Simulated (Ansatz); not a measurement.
Ansatz (a first-principles code) input (CCSD(T)/aug-cc-pV(D+d)Z):
A basis named .json is the Basis Set Exchange file of that set.

Ansatz 0.2 input:
```yaml
crystal:
  periodic: [false, false, false]
  atoms:
    - {symbol: C, position_ang: [-1.96977657, 0.13152986, 0.09673017]}
    - {symbol: Si, position_ang: [-0.16308848, 0.25617101, 0.18199439]}
    - {symbol: F, position_ang: [0.33703742, 0.16236814, 1.68369152]}
    - {symbol: F, position_ang: [0.33340002, 1.64327591, -0.40405878]}
    - {symbol: Cl, position_ang: [0.77336209, -1.22116537, -0.86755888]}
    - {symbol: H, position_ang: [-2.54090090, 0.59753142, -0.69657291]}
    - {symbol: H, position_ang: [-2.53829335, -0.46408974, 0.80007660]}
basis:
  gaussian:
    orbitals: aug-cc-pV_D+d_Z.json
magnetization: {spin_polarized: true, initial_magnetization: 1}
correlation: {method: ccsd_t, electrons: outside_noble_gas}
output: {forces: true}
```

End of the output:

```
integrals: 0.71 GiB planned
1472 factors; integrals over basis functions are off by at most 8.4e-4 eV
mean field: 1.18 GiB planned
mean field evaluation 1: about -26842.5071 eV, gradient 2.6e1 eV
mean field evaluation 2: about -26842.5179 eV, gradient 2.6e1 eV
mean field evaluation 4: about -26845.3229 eV, gradient 2.4e0 eV
mean field evaluation 8: about -26845.3751 eV, gradient 3.4e-1 eV
mean field evaluation 16: about -26842.5052 eV, gradient 2.6e1 eV
mean field -26845.37764863 eV, -986.5494321368 hartree, gradient 2.8e-6 eV, S^2 0.759862; 0 other end points of the search recorded, 0 dependent functions left out
13 core orbitals not correlated
reference -26845.37764863 eV, -986.5494321368 hartree; 16, 15 occupied and 122, 123 virtual orbitals, 1472 factors
densities: 5.41 GiB planned
second order -20.85153154 eV of doubles, -0.00000000 eV of singles
coupled cluster: 3.07 GiB planned
cycle   1  -21.27654785 eV  change   -4.3e-1 eV  update   1.0e-1
cycle   2  -21.70973956 eV  change   -4.3e-1 eV  update   3.0e-2
cycle   3  -21.83012339 eV  change   -1.2e-1 eV  update   1.6e-2
cycle   4  -21.82864803 eV  change    1.5e-3 eV  update   3.8e-3
cycle   5  -21.82600458 eV  change    2.6e-3 eV  update   1.8e-3
cycle   6  -21.82659692 eV  change   -5.9e-4 eV  update   7.0e-4
cycle   7  -21.82682065 eV  change   -2.2e-4 eV  update   2.7e-4
cycle   8  -21.82684023 eV  change   -2.0e-5 eV  update   1.1e-4
cycle   9  -21.82686740 eV  change   -2.7e-5 eV  update   4.7e-5
cycle  10  -21.82685288 eV  change    1.5e-5 eV  update   2.1e-5
cycle  11  -21.82684692 eV  change    6.0e-6 eV  update   1.1e-5
cycle  12  -21.82685069 eV  change   -3.8e-6 eV  update   5.3e-6
cycle  13  -21.82685131 eV  change   -6.2e-7 eV  update   2.6e-6
perturbative correction -0.58012436 eV, -0.0213191771 hartree
the calculation of the forces begins
Total energy: -26867.78462431 eV, -987.3728733047 hartree
Atom 0 at    -1.969777     0.131530     0.096730 Å, force     0.121717     0.067341     0.047555 eV/Å
Atom 1 at    -0.163088     0.256171     0.181994 Å, force    -0.298963    -0.578650    -0.409934 eV/Å
Atom 2 at     0.337037     0.162368     1.683692 Å, force     0.277902    -0.032795     0.852137 eV/Å
Atom 3 at     0.333400     1.643276    -0.404059 Å, force     0.275872     0.793856    -0.313257 eV/Å
Atom 4 at     0.773362    -1.221165    -0.867559 Å, force     0.141766    -0.186973    -0.132873 eV/Å
Atom 5 at    -2.540901     0.597531    -0.696573 Å, force    -0.259787     0.229344    -0.389390 eV/Å
Atom 6 at    -2.538293    -0.464090     0.800077 Å, force    -0.258507    -0.292122     0.345762 eV/Å
Dipole moment:    -0.452343    -0.079484    -0.055592 e Å
```

It need not be the lowest isomer of its formula.
